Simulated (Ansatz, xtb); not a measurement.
## Ligand exchange: CH3Na + C2H5I → NaI + C3H8

Species: CH3Na `[CH3][Na]`, singlet; C2H5I `CCI`, singlet; NaI (Sodium Iodide), singlet; C3H8 (propane) `CCC`, singlet. The partners trade CH3 for I: Na–CH3 and C–I bonds give way to Na–I and C–CH3.

Shapes, held fixed at every level: PBE0-D4/def2-TZVP. Programs: Ansatz 0.2.0, xtb 6.7.1. The zero-point and thermal change to 298 K, harmonic and unscaled (PBE0-D4/def2-TZVP), is +13.4 kJ/mol.

```csv
level,kind,ΔH(298 K) (kJ/mol),less CCSD(T)/def2-TZVPP
GFN2-xTB,semi-empirical,-345.7,-55.2
HF/def2-SVP,Hartree–Fock,-368.7,-78.2
HF/def2-TZVPP,Hartree–Fock,-350.7,-60.2
SPW92/def2-TZVPP,LDA,-276.6,+13.9
BHLYP-D4/def2-TZVPP,global hybrid,-310.9,-20.4
r2SCAN0-D4/def2-TZVPP,global hybrid,-313.9,-23.4
wB97M-V/def2-TZVPP,range-separated hybrid,-294.8,-4.3
CCSD/def2-TZVPP,coupled cluster or CI,-300.1,-9.6
CCSD(T)/def2-TZVPP,coupled cluster or CI,-290.5,0.0
```

The highest level, CCSD(T)/def2-TZVPP, gives ΔH(298 K) = -290.5 kJ/mol; the levels span -368.7 to -276.6. The column of differences is taken from that level and isn't an error. No measured value is set beside it here. For atoms past krypton def2 sets carry core potentials with scalar relativity. Correlated rows may include outer-core shells of I, Na, which these sets cover unevenly.
